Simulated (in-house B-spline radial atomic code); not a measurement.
# RPA and G0W0 on CAM-B3LYP: Sn⁻

Configuration [Kr] 4d10 5s2 5p3, highest spin, mean-field start CAM-B3LYP. Computed with a B-spline radial code for spherical atoms: all electrons, non-relativistic, point nucleus, each spin shell either full or empty, empty states to l = 9 with an (l + 1/2)⁻⁴ tail; G0W0 by contour deformation at full frequency.

The anion's configuration is assumed.

Without relativity these are model numbers: it shifts the levels of so heavy an element strongly and can reorder them.

Command:
```bash
python run_gw.py task.json out
```
Settings (radii: box in bohr, nucleus in fm):
```
Z                        50
electrons                51
configuration            [Kr] 4d10 5s2 5p3
hamiltonian              nr
method                   camb3lyp
lmax                     9
spin_polarised           True
box_radius               60
intervals                59
```

Time taken, with all properties: 6 s on 1 thread of AMD EPYC 7R43 64-Core Processor (shared host).

Energies (hartree):

| term | value |
| --- | --- |
| mean-field total | -6025.71065 |
| Hartree-Fock functional on these orbitals | -6022.94724 |
| direct second order | -4.2377 |
| second-order exchange | 1.1708 |
| SOSEX correction | 1.0883 |

Problem. What is the RPA correlation energy, and what remains with SOSEX?

Solution. RPA gives -3.7139 hartree (-1.98 eV per electron); RPA + SOSEX gives -2.6256, and the second-order doubles -3.0668 hartree (no singles). SOSEX takes back 29 % of the RPA value.

Quasi-particle levels (eV):

```
level  occupied  mean field  Σx - vxc  Σc  QP weight  G0W0
5p up       yes      -0.649     -0.86   ?          ?     ?
```

G0W0 = mean field + (Σx - vxc) + Σc, with Σc (partial-wave tail included) taken at the quasi-particle energy. Only the outer levels were computed. Levels of low weight are left out.

Problem. Where does G0W0 put 5p up?

Solution. At -1.591 eV, with Σc = -0.09 eV and a quasi-particle weight of 0.831. The tabulated removal energy is 1.112 eV (electron affinity of the neutral atom); the calculation leaves out relativity, Breit and QED terms, and what these don't explain is the method's own error.
